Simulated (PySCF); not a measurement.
## O (oxygen, neutral) across methods

[He] 2s2 2p4, high-spin 3P determinant. All numbers are calculated (PySCF 2.14, the non-relativistic Hamiltonian (point nucleus), in aug-cc-pVQZ with one added diffuse shell each of s, p, d, f, g type (7s6p5d4f3g, 105 functions)).

| method | E (hartree) | mean ε 2s β (eV) | mean ε 2p α (eV) | mean ε 2p β (eV) | Σ⟨r²⟩ (bohr²) | ⟨S²⟩ |
| --- | --- | --- | --- | --- | --- | --- |
| r2SCAN0 | -75.0588 | -23.922 | -12.872 | -9.720 | 11.38 | 2.006 |
| UHF | -74.81763 | -29.278 | -18.448 | -14.196 | 11.22 | 2.009 |
| LDA | -74.5291 | -21.645 | -10.372 | -7.450 | 11.77 | 2.004 |
| revPBE | -75.0745 | -21.527 | -10.149 | -7.572 | 11.70 | 2.004 |
| r2SCAN | -75.0615 | -21.799 | -10.843 | -7.923 | 11.48 | 2.006 |
| PBEsol | -74.7581 | -21.459 | -10.170 | -7.397 | 11.73 | 2.004 |
| BHandHLYP | -75.0793 | -26.124 | -14.495 | -11.407 | 11.40 | 2.005 |
| PBE | -75.0129 | -21.557 | -10.196 | -7.602 | 11.71 | 2.003 |

(1) Estimate the same row for PBE0.

Answers

(1) E (hartree) = -75.0212; mean ε 2s β (eV) = -23.816; mean ε 2p α (eV) = -12.385; mean ε 2p β (eV) = -9.486; Σ⟨r²⟩ (bohr²) = 11.50; ⟨S²⟩ = 2.004.
